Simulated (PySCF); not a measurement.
Ge(iPr)2H2, C₆H₁₆Ge.
Bonds: Ge1–C2, Ge1–C12, C2–C3, C2–C4, C12–C13, C12–C14. Hydrogens: H22, H23 on Ge1; H5 on C2; H6, H7, H8 on C3; H9, H10, H11 on C4; H15 on C12; H16, H17, H18 on C13; H19, H20, H21 on C14.

Method: PBE0-D3(BJ)/def2-SVP geometry optimisation, gas phase in PySCF 2.14.0.

(1) What internal coordinates does the optimisation give?

Results:

(1) 
| bond | length (Å) |
| --- | --- |
| Ge1–C2, Ge1–C12 | 1.973 |
| Ge1–H22, Ge1–H23 | 1.549 |
| C2–C3 and 3 like bonds | 1.525 |
| C2–H5, C12–H15 | 1.105 |
| C3–H6 and 11 like bonds | 1.103 |

Bonds in one row agree within 0.01 Å and their mean is given. A selection of angles:
| angle | degrees |
| --- | --- |
| C2–Ge1–C12 | 112.0 |
| C2–Ge1–H22 | 109.5 |
| H22–Ge1–H23 | 108.0 |
| Ge1–C2–C3 | 111.0 |
| Ge1–C2–H5 | 105.3 |
| C3–C2–C4 | 112.1 |
| C3–C2–H5 | 108.6 |
| C2–C3–H6 | 112.3 |
| H6–C3–H7 | 107.5 |
| C14–C12–H15 | 108.5 |

Dihedral angles: C12–Ge1–C2–C3 -55° (synclinal); C2–Ge1–C12–C13 -55° (synclinal). The mirror-image conformer, all signs reversed, is as good.

Ge1 (germanium bonded to 2 C and 2 H) is tetrahedral (angles from 108.0° to 112.0°). All 4 C–C bonds measure 1.525 Å.

Point group: C2 (tolerance 0.08 Å). PBE0-D3(BJ)/def2-SVP frequencies: not computed here. One conformer, not necessarily the lowest.
